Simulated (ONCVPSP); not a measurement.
# Scattering properties, ONCV potential for zirconium

ONCVPSP 4.0.1 input, shortened (lines: element, Z, core and valence counts, functional; n l f; lmax; l rc ep ncon nbas qcut; lloc lpopt rc5 dvloc0; l nproj debl; icmod fcfact rcfact), PBEsol, fully relativistic:

```
  Zr 40.00    6    5  -116133      upf
    1    0    2.00
    2    0    2.00
    2    1    6.00
    3    0    2.00
    3    1    6.00
    3    2   10.00
    4    0    2.00
    4    1    6.00
    4    2    2.00
    5    0    1.00
    5    1    1.00
    2
    0    2.15    0.00    4    8    5.10
    1    1.80    0.00    5    8    9.20
    2    2.30    0.00    4    9    6.90
    4    5    1.70    4.00
    0    2    0.50
    1    2    1.90
    2    1    1.40
    0    0.00    0.00
```

Open shells are filled in proportion to 2j + 1.

The phase is arctan(r·R′/R) of the radial function R(r), unwrapped; energies in Ha, scanned from -4 to 5 Ha. A pole is an energy at which the radial function vanishes at the test radius. The pseudo phase is shifted by a multiple of π to meet the all-electron one at the reference energy, and phase errors are pseudo minus all-electron; the curves can meet again beyond the range given. Levels narrower than the energy grid can be missing from the lists of poles.

```
channel  radius (bohr)  reference energy (Ha)  poles, all-electron  poles, pseudo  unbroken range about the reference energy with phases within 0.05 rad  phase error 1 Ha above the reference energy (rad)
      s           2.19                  -0.19          -1.89, 3.17    -1.89, 3.01                                                              below 4.1                                             -0.003
   p3/2           1.83                  -0.07                -0.41          -0.41                                                        the whole range                                             -0.000
   p1/2           1.83                  -0.08                -0.54          -0.54                                                        the whole range                                             -0.000
   d5/2           2.33                  -0.17           0.40, 4.42     0.40, 4.81                                                              below 1.4                                             +0.007
   d3/2           2.33                  -0.17           0.38, 4.40     0.39, 4.80                                                              below 1.4                                             +0.007
```

Phases in the p1/2 channel:

```tsv
E (Ha)	all-electron	pseudo
-3.98	1.253	1.253
-3.50	1.200	1.200
-3.02	1.109	1.109
-2.54	0.921	0.921
-2.06	0.345	0.345
-1.58	-0.874	-0.874
-1.10	-1.367	-1.367
-0.62	-1.549	-1.549
-0.14	-1.657	-1.657
0.34	-1.748	-1.748
0.82	-1.851	-1.851
1.30	-2.004	-2.004
1.78	-2.306	-2.308
2.26	-3.023	-3.030
2.74	-3.868	-3.876
3.22	-4.247	-4.252
3.70	-4.415	-4.420
4.18	-4.508	-4.513
4.66	-4.568	-4.573
```
